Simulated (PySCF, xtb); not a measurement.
SbCl2, SMILES [Cl][Sb][Cl], multiplicity 2.

Harmonic wavenumbers (cm⁻¹) from xtb with GFN2-xTB at its own minimum, in rising order: 106, 301, 323.

Question: What does PBE-D3(BJ)/def2-TZVP in PySCF give at its own minimum? (An estimate is asked for; the answer gives what the named calculation found.)

Answer: 118, 344, 360. Paired by order, the mean absolute difference is 30 cm⁻¹ and the zero-point energies are 1.0 and 1.2 kcal/mol.
